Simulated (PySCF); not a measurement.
C3H9ClOSi2.
Atom-mapped SMILES: `[OH:1][SiH2:2][Si@H:3]([Cl:4])[CH:5]1[CH2:6][CH2:7]1`

Structure used (GFN2-xTB), in Å, numbered top down from 1:
```xyz
16
C3H9ClOSi2 angstrom
O      1.6748    0.1086   -1.3947
Si     2.1120   -0.2820    0.1270
Si     0.5233    0.8814    1.3241
Cl     0.8638    0.6236    3.3242
C     -1.2523    0.3132    1.0053
C     -1.5279   -0.9973    0.3164
C     -1.7722    0.2819   -0.4068
H      2.1554   -0.1976   -2.1590
H      3.5053    0.1246    0.3539
H      2.1122   -1.7470    0.2666
H      0.5323    2.3440    1.1416
H     -1.9822    0.5928    1.7588
H     -0.6876   -1.6020    0.0071
H     -2.3787   -1.5772    0.6438
H     -2.7923    0.5894   -0.5837
H     -1.0934    0.5524   -1.2011
```

Probes without a nucleus sit at each ring's centroid and 1 Å off its mean plane on both sides; NICS is minus the shielding there, NICSzz its component along the normal. Level: GIAO PBE0/pcSseg-1 (PySCF, non-relativistic, gas phase) on the GFN2-xTB geometry, one conformer.

Ring bond lengths (Å), with Mayer bond orders in brackets: C5–C6 1.506 (0.96), C6–C7 1.490 (0.97), C7–C5 1.505 (0.95).

Give the NICS values of each ring in ppm.

```json
{"ring": "C5–C6–C7", "type": "3-membered carbocycle; formal bonds all single", "NICS(0)": "-44.8", "NICS(1), two faces": "-8.7 / -8.2", "NICS(1)zz, two faces": "-25.4 / -24.3", "rms pucker (Å)": "0.00", "centre to ring atoms, mean (Å)": "0.87"}
```

What can be read from them?

- C5–C6–C7: mean NICS(1)zz -24.9 ppm, shielded. C5, C6, C7 have four or more neighbours; no verdict on aromaticity is drawn. NICS(0) lies 36 ppm below the mean NICS(1).

What field does 14.1 T along the ring normal induce along that normal at the first NICS(1) probe listed for ring C5–C6–C7, 1 Å off the ring?

NICSzz × B0 = -25.4 ppm × 14.1 T = -358 μT, against the applied field.

Give the inner angles of the rings and the Hirshfeld charges of the ring atoms.

- C5–C6–C7: C5 59.3° (-0.136 e), C6 60.3° (-0.088 e), C7 60.4° (-0.087 e); sum 180.0° against 180° for a flat convex ring.

On Arm Neoverse V2, one thread, on a shared host, this took 38 s (grids of density and orbitals included) and 0.84 GiB of memory at its peak. This is the whole shielding run at PBE0/pcSseg-1, SCF included.
